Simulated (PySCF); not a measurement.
Isomers of C9H10O, one GFN2-xTB conformer each. Single-point energies are computed at PBE0/pcSseg-1 (PySCF, gas phase, no added dispersion term), electronic only.

```
                    SMILES  GFN2-xTB relative energy (kJ/mol)
             C=Cc1ccccc1OC                               43.7
           CCc1cccc(C=O)c1                                0.0
           C=Cc1cc(C)ccc1O                               17.0
         C=C(C)c1ccc(O)cc1                               14.1
C=CCC1=C[C@@H]2C=C[C@H]1O2                              197.4
             C=CCOc1ccccc1                               63.5
OCC1=C[C@H]2C=C[C@@H]1C=C2                              115.8
            COCC1c2ccccc21                              215.7
```

Conformers: `[CH2:1]=[CH:2][c:3]1[cH:4][cH:5][cH:6][cH:7][c:8]1[O:9][CH3:10]` with C1–C2–C3–C4 17°, C7–C8–O9–C10 0°; `[CH3:1][CH2:2][c:3]1[cH:4][cH:5][cH:6][c:7]([CH:8]=[O:9])[cH:10]1` with C1–C2–C3–C4 -91°, C6–C7–C8–O9 180°; `[CH2:1]=[CH:2][c:3]1[cH:4][c:5]([CH3:6])[cH:7][cH:8][c:9]1[OH:10]` with C1–C2–C3–C4 -32°, C8–C9–O10–H 177°; `[CH2:1]=[C:2]([CH3:3])[c:4]1[cH:5][cH:6][c:7]([OH:8])[cH:9][cH:10]1` with C1–C2–C4–C5 -146°, C6–C7–O8–H 180°; `[CH2:1]=[CH:2][CH2:3][C:4]1=[CH:5][C@@H:6]2[CH:7]=[CH:8][C@H:9]1[O:10]2` with C1–C2–C3–C4 120°, C2–C3–C4–C5 112°; `[CH2:1]=[CH:2][CH2:3][O:4][c:5]1[cH:6][cH:7][cH:8][cH:9][cH:10]1` with C1–C2–C3–O4 150°, C2–C3–O4–C5 72°, C3–O4–C5–C6 5°; `[OH:1][CH2:2][C:3]1=[CH:4][C@H:5]2[CH:6]=[CH:7][C@@H:8]1[CH:9]=[CH:10]2` with H–O1–C2–C3 -55°, O1–C2–C3–C4 118°; `[CH3:1][O:2][CH2:3][CH:4]1[c:5]2[cH:6][cH:7][cH:8][cH:9][c:10]21` with C1–O2–C3–C4 69°, O2–C3–C4–C5 -162°.

**Question.** What does PBE0/pcSseg-1 give for the same structures?

**Answer.** 
```csv
SMILES,PBE0/pcSseg-1 E (Eh),PBE0/pcSseg-1 (kJ/mol),GFN2-xTB (kJ/mol),point group
CCc1cccc(C=O)c1,-423.65247,0.0,0.0,C1
C=C(C)c1ccc(O)cc1,-423.63331,50.3,14.1,–
C=Cc1cc(C)ccc1O,-423.63248,52.5,17.0,C1
C=Cc1ccccc1OC,-423.61565,96.7,43.7,C1
C=CCOc1ccccc1,-423.60837,115.8,63.5,C1
OCC1=C[C@H]2C=C[C@@H]1C=C2,-423.56443,231.1,115.8,C1
COCC1c2ccccc21,-423.53595,305.9,215.7,C1
C=CCC1=C[C@@H]2C=C[C@H]1O2,-423.53111,318.6,197.4,C1
```

Both levels put the same isomer lowest; measured from each level's own lowest isomer, the values differ by up to 121.2 kJ/mol (C=CCC1=C[C@@H]2C=C[C@H]1O2: 197.4 against 318.6). As drawn, the lowest has an aromatic ring and a C=O bond, which the highest lacks; the highest has a C=C bond outside aromatic rings, which the lowest lacks. Neighbours under 10 kJ/mol apart (C=C(C)c1ccc(O)cc1 and C=Cc1cc(C)ccc1O) can change places with a better method, another conformer or zero-point energy.

**Question.** Which frontier levels, dipoles and rotational constants go with these structures?

**Answer.** 
```
                    SMILES  HOMO (eV, PBE0/pcSseg-1)  LUMO (eV)  dipole (D)       A, B, C (MHz)
           CCc1cccc(C=O)c1                     -7.48      -1.81        3.41  2095, 963.3, 697.9
         C=C(C)c1ccc(O)cc1                     -6.16      -0.50        1.08  3600, 793.5, 671.6
           C=Cc1cc(C)ccc1O                     -6.22      -0.99        1.33   1910, 1178, 738.4
             C=Cc1ccccc1OC                     -6.20      -0.92        1.72   1644, 1386, 757.8
             C=CCOc1ccccc1                     -6.48      -0.28        1.27  3421, 747.8, 661.3
OCC1=C[C@H]2C=C[C@@H]1C=C2                     -6.10      -0.16        1.60    2664, 1126, 1105
            COCC1c2ccccc21                     -6.81      -0.45        1.38  3338, 817.7, 690.4
C=CCC1=C[C@@H]2C=C[C@H]1O2                     -6.30      -0.76        1.93   2966, 1000, 912.2
```
